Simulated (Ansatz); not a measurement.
C2H4BClO (`OB1CC1Cl`), relaxed with RKS PBE-D4/def2-SVP in Ansatz from a rough embedded geometry. The force threshold is 0.03 eV/Å; the program also tests the step.

Charge 0, multiplicity 1.

Start:

```xyz
9

O     0.562   -0.787   -1.916
B     0.134   -0.384   -0.648
C     0.309   -0.334    0.929
C    -0.833    0.416    0.416
Cl   -0.718    2.127    0.277
H     1.136   -0.039   -2.309
H     0.117   -1.264    1.467
H     1.177    0.370    1.281
H    -1.886   -0.107    0.503
```

Problem. How much energy does the relaxation release, and in how many steps? (An estimate is asked.)

Solution. Computed: 1.38 eV, in 10 steps.

Problem. Which bonds change most? (An estimate is asked.)

Solution. The calculation gave: C3–C4 from 1.459 to 1.570 Å; B2–C4 from 1.645 to 1.541 Å; C4–H9 from 1.180 to 1.104 Å; C4–Cl5 from 1.720 to 1.791 Å.

Problem. Give the relaxed structure. (Best estimate.)

Solution. The calculation gave: 
```xyz
9

O     0.955   -0.590   -1.742
B     0.307   -0.358   -0.587
C     0.362   -0.412    0.945
C    -0.770    0.397    0.216
Cl   -0.771    2.185    0.299
H     0.524   -0.154   -2.503
H     0.009   -1.239    1.584
H     1.171    0.175    1.421
H    -1.787   -0.004    0.368
```
